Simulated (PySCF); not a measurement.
A structure optimised at B3LYP-D3(BJ)/def2-SVP, used in a PySCF frequency run:

```
Si
H 1 1.4937
C 1 1.8864 2 109.98
H 3 1.1035 1 107.58 2 172.86
H 3 1.1037 4 106.21 1 115.45
C 3 1.5352 4 110.81 5 120.56
H 6 1.1017 3 111.43 4 -59.76
H 6 1.1024 7 107.30 3 122.52
H 6 1.1026 7 107.25 8 114.97
Cl 1 2.1068 2 106.84 3 117.86
Si 1 2.3475 2 111.90 3 -127.50
H 11 1.4959 1 107.48 2 171.00
H 11 1.4963 12 107.59 1 118.81
C 11 1.8883 12 110.66 13 121.59
H 14 1.1010 11 109.57 12 65.03
H 14 1.1011 15 108.72 11 122.00
H 14 1.1014 15 108.03 16 117.36
```

**Question.** Write its SMILES and formula.

**Answer.** CC[Si@H](Cl)[SiH2]C, C₃H₁₁ClSi₂

**Question.** What are its rotational constants (standard atomic weights)?

**Answer.** 1.7942, 1.2954, 0.80669 GHz
